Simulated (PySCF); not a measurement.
Species: [AlMe4]-, C4H12Al (charge -1).
Bonds: Al1–C2, Al1–C6, Al1–C10, Al1–C14. Hydrogens: H3, H4, H5 on C2; H7, H8, H9 on C6; H11, H12, H13 on C10; H15, H16, H17 on C14.

Method used: PySCF 2.14.0, PBE0-D3(BJ)/def2-SVP geometry optimisation, gas phase.

How far are the bound atoms from Al1?

4 atoms: C6 2.033 Å, C10 2.033 Å, C2 2.034 Å, C14 2.034 Å. The nearest atom not counted as bound is H8, at 2.66 Å (others tie with it).

List the angles at Al1.

```csv
angle,degrees,distance of the outer atoms (Å)
C2–Al1–C10,109.7,3.33
C6–Al1–C10,109.6,3.32
C10–Al1–C14,109.4,3.32
C2–Al1–C6,109.4,3.32
C2–Al1–C14,109.4,3.32
C6–Al1–C14,109.3,3.32
```

What is the shape at Al1?

Tetrahedral: angles from 109.3° to 109.7°; τ4 = (360° − α − β)/141° = 1.00 with α and β the two widest (0 for a square, 1 for a tetrahedron).

What are the other bond lengths?

C2–H3 and 11 like bonds 1.107 Å.

What are the rotational constants (commonest isotopes, rigid rotor)?

A = 2673, B = 2667, C = 2664 MHz: a spherical top.

Point group: Td (tolerance 0.08 Å). Charge -1, singlet. PBE0-D3(BJ)/def2-SVP frequencies: not computed here.
